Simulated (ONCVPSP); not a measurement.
## Before and after: ONCV potential for Cu (Z = 29)

```
Element                 : Cu (Z = 29)
Generator               : ONCVPSP 4.0.1
Type                    : optimised norm-conserving Vanderbilt (ONCV)
Functional              : PBE
Relativity              : fully relativistic
Frozen core             : [Ne] 3s2
Valence charge          : 17
Reference configuration : 3p6 3d9 4s2
Partial waves           : 4s: rc 1.80 bohr, ncon 4, nbas 9, qcut 4.4 1/bohr, 2 projectors, debl 3.3 Ha; 3p: rc 0.90 bohr, ncon 3, nbas 8, qcut 13.2 1/bohr, 2 projectors, debl 2.9 Ha; 3d: rc 0.90 bohr, ncon 4, nbas 9, qcut 13.8 1/bohr, 1 projector
Local potential         : polynomial inside 0.85 bohr (lpopt 5, dvloc0 0 Ha)
Core correction         : none
```

Open shells are filled in proportion to 2j + 1.

Change: d: rc 0.8; local potential polynomial inside 0.80 bohr (lpopt 5, dvloc0 0 Ha).

Cutoffs: the cutoffs (Ha) at which the residual kinetic energy of the hardest occupied pseudo-wave falls to 1 and 0.1 mHa per electron; they do not see the model core or the augmentation charge, which bear on the density cutoff. Errors are all-electron minus pseudo energies relative to the spin-unpolarised reference configuration.

Task: What does the change do?

Result: The potential gets harder (93 Ha and 326 Ha → 219 Ha and 475 Ha); both files keep a bound ghost (s); the errors of the 4 common tests hardly move. A smaller radius makes the pseudo-wave follow the all-electron one further in, where it bends more sharply, so more plane waves are needed.

```tsv
quantity	base	changed
cutoff, loose	93 Ha	219 Ha
cutoff, tight	326 Ha	475 Ha
loose cutoff by channel	s 6.1 Ha, p 45 Ha, d 93 Ha	s 6.1 Ha, p 45 Ha, d 219 Ha
bound ghosts	s	s
GHOST(+) flags under 300 eV	none	none
error for 3p6 3d10 4s1, meV [ΔE -1.97 eV]	-56	-56
error for 3p6 3d10 4s0, meV [ΔE 6.18 eV]	-124	-125
error for 3p6 3d9 4s0, meV [ΔE 27.51 eV]	-34	-35
error for 3p6 3d8 4s0, meV [ΔE 66.53 eV]	+107	+109
s: phases at 1.82 bohr within 0.05 rad from the reference energy up to (Ha; the scan ends near 5)	to the end of the scan	to the end of the scan
p3/2: phases at 0.91 bohr within 0.05 rad from the reference energy up to (Ha; the scan ends near 5)	to the end of the scan	to the end of the scan
p1/2: phases at 0.91 bohr within 0.05 rad from the reference energy up to (Ha; the scan ends near 5)	to the end of the scan	to the end of the scan
```

 A true bound ghost makes a file unfit for plane-wave use even where its test errors are small: the radial tests pick states by their node count and pass the ghost by.
